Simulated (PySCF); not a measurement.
**Tc²⁴⁺: ionisation energy**

Tc²⁴⁺ [Ar] 3d1 (2D) → Tc²⁵⁺ [Ar] (1S), as a difference of total energies. All numbers are calculated (PySCF 2.14, the spin-free X2C one-electron Hamiltonian (Gaussian nucleus), in an even-tempered Gaussian basis (18 s from 2.7 bohr⁻², ratio 2.5; 12 p from 3.5 bohr⁻², ratio 2.5; 8 d from 3.5 bohr⁻², ratio 2.5; 4 f from 12 bohr⁻², ratio 2.7; 3 g from 18 bohr⁻², ratio 2.7)). Correlated levels: outer shells: [Ne] frozen; virtual orbitals above 40 to 60 times the deepest correlated orbital energy dropped. The calculations carry no spin-orbit coupling.

```
                method  ionisation energy (eV)
                   UHF                  1163.4
                   LDA                  1164.7
                   PBE                  1165.2
                  PBE0                  1165.1
                r2SCAN                  1165.5
                 B97-3                  1165.1
                  BLYP                  1165.5
    MP2 (outer shells)                  1163.5
SCS-MP2 (outer shells)                  1163.5
```

A first-order spin-orbit estimate (lowest level to lowest level, LS coupling) adds 3.106 eV.

Breit and QED terms and the two-electron picture change are absent.

For comparison: 1166 ± 4 eV (theoretical estimate listed by NIST; NIST Atomic Spectra Database, ionization energies).
